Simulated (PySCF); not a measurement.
Compound: C2H3PSe.
SMILES with atom numbers: `[Se:1]=[PH:2]1[CH:3]=[CH:4]1` (hydrogens: H5 on P2; H6 on C3; H7 on C4)

Method used: PBE0-D3(BJ)/def2-SVP geometry optimisation, gas phase in PySCF.

Q: Give the optimised bond lengths and angles.

A: 
| bond | length (Å) | order |
| --- | --- | --- |
| Se1=P2 | 2.076 | double |
| P2–C3, P2–C4 | 1.779 | single |
| C3=C4 | 1.327 | double |
| P2–H5 | 1.418 | single |
| C3–H6, C4–H7 | 1.092 | single |

Bonds in one row agree within 0.01 Å and their mean is given. Orders are formal, as drawn. A selection of angles:
| angle | degrees |
| --- | --- |
| Se1–P2–C3 | 129.7 |
| Se1–P2–H5 | 116.4 |
| C3–P2–C4 | 43.8 |
| C3–P2–H5 | 108.6 |
| P2–C3–C4 | 68.1 |
| P2–C3–H6 | 149.4 |
| C4–C3–H6 | 141.8 |

Torsions: Se1–P2–C3–C4 -109° (anticlinal); Se1–P2–C4–C3 110° (anticlinal).

The 3-membered ring P2–C3–C4 has internal angles of 43.8° to 68.1°. P2 (phosphorus bonded to 2 C, Se and H) has angles from 43.8° to 129.7°.

Point group: Cs (tolerance 0.08 Å). Whether it is a minimum is left open (no frequencies).
